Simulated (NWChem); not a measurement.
System meant: CH$_{6}$O$_{2}$Si$_{2}$; SMILES O[Si@H]1OC[SiH2]1

Input file for NWChem:

```
start job
memory heap 200 mb stack 900 mb global 1100 mb
geometry units angstroms noautoz
  O      0.371752    -2.182279     0.468707
  Si     0.055675    -0.852049    -0.467199
  O     -1.414603    -0.098901    -0.108515
  C     -1.141024     1.283982     0.168267
  Si     0.791259     1.305258     0.072349
  H      0.372056    -2.053136     1.422101
  H      0.125409    -1.386824    -1.852288
  H     -1.622750     1.929115    -0.586845
  H     -1.556940     1.562107     1.151968
  H      1.384091     2.219690    -0.952205
  H      1.471617     1.543643     1.384739
end
basis spherical
  * library def2-svp
end
dft
  xc b3lyp
  iterations 4
  mulliken
end
task dft energy
```

End of the output:

```
    Atom       Charge   Shell Charges
 -----------   ------   -------------------------------------------------------
    1 O    8     8.20   1.97  0.88  0.60  2.72  2.03  0.01
    2 Si  14    13.54   2.00  1.93  0.65  0.34  5.81  1.22  0.97  0.62
    3 O    8     8.30   1.97  0.93  0.61  2.75  2.02  0.02
    4 C    6     6.08   1.96  0.61  0.33  1.84  1.22  0.11
    5 Si  14    13.70   2.00  1.94  0.70  0.37  5.82  1.34  1.30  0.24
    6 H    1     0.92   0.55  0.18  0.18
    7 H    1     1.11   0.66  0.43  0.02
    8 H    1     0.98   0.65  0.27  0.07
    9 H    1     0.98   0.65  0.27  0.07
   10 H    1     1.09   0.64  0.42  0.03
   11 H    1     1.09   0.64  0.43  0.03

 center of mass
 --------------
 x =  -0.01153097 y =  -0.06801579 z =  -0.01105991

 moments of inertia (a.u.)
 ------------------
         727.404173666942           0.000000000001          -0.000000000000
           0.000000000001         345.030270538179           0.000000000004
          -0.000000000000           0.000000000004         929.646620436118

     Multipole analysis of the density
     ---------------------------------

     L   x y z        total         alpha         beta         nuclear
     -   - - -        -----         -----         ----         -------
     0   0 0 0      0.000000    -28.000000    -28.000000     56.000000

     1   1 0 0      0.436543      0.218272      0.218272     -0.000000
     1   0 1 0      0.528818      0.264409      0.264409      0.000000
     1   0 0 1      0.446833      0.223416      0.223416      0.000000

     2   2 0 0    -35.526086    -94.466452    -94.466452    153.406817
     2   1 1 0     -1.124660      0.016157      0.016157     -1.156974
     2   1 0 1      0.283726     -0.102040     -0.102040      0.487806
     2   0 2 0    -34.862684   -199.076163   -199.076163    363.289641
     2   0 1 1     -1.627025     -1.228985     -1.228985      0.830944
     2   0 0 2    -31.177418    -42.247934    -42.247934     53.318450

 ------------------------------------------------------------------------
 dft energy failed                                                                                  0
 ------------------------------------------------------------------------
 ------------------------------------------------------------------------
  current input line :
    24: task dft energy
 ------------------------------------------------------------------------
 ------------------------------------------------------------------------
 This type of error is most commonly associated with calculations not reaching convergence criteria
 ------------------------------------------------------------------------
 For more information see the NWChem manual at https://nwchemgit.github.io

0:dft energy failed:Received an Error in Communication
```

Q: What is wrong, and how is it mended?

A: The run did not converge; its last values are not results. Cause: the SCF was allowed too few iterations. This input runs:
```
start job
memory heap 200 mb stack 900 mb global 1100 mb
geometry units angstroms noautoz
  O      0.371752    -2.182279     0.468707
  Si     0.055675    -0.852049    -0.467199
  O     -1.414603    -0.098901    -0.108515
  C     -1.141024     1.283982     0.168267
  Si     0.791259     1.305258     0.072349
  H      0.372056    -2.053136     1.422101
  H      0.125409    -1.386824    -1.852288
  H     -1.622750     1.929115    -0.586845
  H     -1.556940     1.562107     1.151968
  H      1.384091     2.219690    -0.952205
  H      1.471617     1.543643     1.384739
end
basis spherical
  O library def2-svp
  Si library def2-svp
  C library def2-svp
  H library def2-svp
end
dft
  xc b3lyp
  iterations 150
  mulliken
end
task dft energy
```
It converges to -770.89840 Ha (B3LYP/def2-SVP).
